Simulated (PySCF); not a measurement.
The numbers are results of TPSSh-D3(BJ)/def2-TZVP // CAM-B3LYP-D3(BJ)/def2-TZVP (PySCF), not measurements. Isolated molecules, 0 K electronic values unless said otherwise. Excitations are Tamm–Dancoff values on a coarser integration grid. The basis has no diffuse functions, so Rydberg states are missing or too high.

Reference species (SMILES): `N[SiH]=[SiH2]` (neutral, multiplicity 1).

| Property | Result |
|---|---|
| LUMO | -2.03 eV |
| T1 excitation (TDA) | 1.76 eV |
| S1 oscillator strength | 0.004 |

Changed species: `[SiH2]=N[SiH3]`.

Question: What does the change do to the LUMO, T1 excitation (TDA) and S1 oscillator strength?

Answer: the LUMO falls by 0.40 eV, to -2.43 eV; the T1 excitation (TDA) increases by 1.40 eV, to 3.16 eV; the S1 oscillator strength is nearly the same.
